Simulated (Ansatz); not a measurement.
`O=CB[TeH]` + H₂O → `OB[TeH]` + `C=O` at 298.15 K and 1 bar (formal hydrolysis of a B–C bond).

Computed with Ansatz on PBE0-D4/def2-TZVP structures; ΔE is electronic, products minus reactants. CBS: MP2 limit from def2 TZ/QZ plus the TZ coupled-cluster correction, frozen cores. This one scheme is used for every species. def2 core potentials past Kr. For Te outer-core shells are correlated without core-valence functions, which leaves a few kJ/mol of doubt a bond. Each species was taken in one conformer, which may not be the lowest.

| species | CCSD(T)/CBS energy (Eh) | H − E (kJ/mol) | S (J/(mol·K)) |
| --- | --- | --- | --- |
| `O=CB[TeH]` | -407.52349 | 115.9 | 332.4 |
| H₂O | -76.37941 | 66.4 | 188.7 |
| `OB[TeH]` | -369.55161 | 105.2 | 296.7 |
| `C=O` | -114.39408 | 80.1 | 218.6 |

H − E and S are ideal-gas, rigid-rotor, harmonic terms from PBE0-D4/def2-TZVP, for one conformer and one mirror image of each species. 1 Eh = 2625.50 kJ/mol, R = 8.31446 J/(mol·K).

Question: By hand: ΔE, ΔH, ΔS and ΔG.

Answer: ΔE = (-369.55161) + (-114.39408) − (-407.52349) − (-76.37941) = -0.04279 Eh = -112.3 kJ/mol. Δ(H − E) = 105.2 + 80.1 − 115.9 − 66.4 = 3.0, so ΔH = -109.3 kJ/mol. ΔS = 296.7 + 218.6 − 332.4 − 188.7 = -5.8 J/(mol·K). ΔG = -109.3 − 298.15 × (-5.8)/1000 = -107.6 kJ/mol.

Question: By hand: the equilibrium constant, and the temperature at which ΔG would vanish if ΔH and ΔS stayed fixed.

Answer: log₁₀ K = −ΔG/(RT ln 10) = 18.9. ΔG = 0 at ΔH/ΔS = 18845 K, far beyond where these terms or the molecules hold.

The number of gas molecules stays the same, so ΔS is small and ΔH decides. A doubt of 5 kJ/mol in ΔE shifts log₁₀ K by 0.9 here. Other conformers and mirror images would add mixing entropy, several J/(mol·K) or more a flexible species. Modes under 60 cm⁻¹, often nearly free rotors, make the harmonic entropy too high. These are equilibria of isolated gas molecules and say nothing of rates. Largest T1 diagnostic: 0.017 (customary marks: 0.02 for closed shells, 0.045 for open ones).
